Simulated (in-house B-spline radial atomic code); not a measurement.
The numbers below are computed, except where a source is named.
# Zr in an electron gas of r_s = 1.8: phase shifts, screening and friction

A nucleus sits in a uniform electron gas with a rigid positive background. The Kohn-Sham equations are solved self-consistently in the spin-unpolarised LDA (PW92), non-relativistic, on B-splines with outgoing waves at the boundary and partial waves to l = 8. The model has no lattice, no bands and no magnetic solution. Atomic units; δ_l are the phase shifts at the Fermi level, counted so that each bound state adds π, and good to about 0.0005.

The density parameter is r_s = 1.8 bohr.

```json
{"l": "0", "δ_l (rad)": "11.3080"}
{"l": "1", "δ_l (rad)": "8.8235"}
{"l": "2", "δ_l (rad)": "4.8077"}
{"l": "3", "δ_l (rad)": "0.1066"}
{"l": "4", "δ_l (rad)": "0.0212"}
{"l": "5", "δ_l (rad)": "0.0046"}
{"l": "6", "δ_l (rad)": "0.0009"}
{"l": "7", "δ_l (rad)": "0.0000"}
{"l": "8", "δ_l (rad)": "-0.0002"}
```

Bound levels below the band bottom (hartree): s -13.41, p -10.7, d -5.721, s -1.188, p -0.4863 and deeper ones.

Task: Check the Friedel sum rule, and say where the screening charge sits.

Result: k_F = (9π/4)^(1/3)/r_s = 1.06620. The rule is Z = (2/π) Σ (2l + 1) δ_l. The terms are s 7.199, p 16.852, d 15.303, f 0.475 and 0.159 beyond, in all 39.988 against Z = 40. Bound states hold 8 s, 18 p, 10 d electrons, so the scattering states carry 3.99 in all; where a term is smaller than its bound count, the bound level has drawn weight out of the band.

Task: Find the transport cross section and the electronic stopping of a 1 keV Zr ion (mass 91.22 u).

Result: σ_tr = (4π/k_F²) Σ (l + 1) sin²(δ_l − δ_(l+1)). The terms for l = 0 to 3 are 0.3731, 1.1767, 2.9996, 0.0291, all together 4.5800, so σ_tr = 11.054 × 4.5800 = 50.629 bohr². With n = 3/(4π r_s³) = 0.04093, the friction coefficient is Q = n k_F σ_tr = 2.2097. For v well below v_F = 1.066, dE/dx = Q v; with 24801 eV per u at v = 1, v = √(1000/(24801 × 91.22)) = 0.0210, so dE/dx = 0.04646 hartree/bohr = 23.9 eV/nm. The largest term couples the d and f waves.
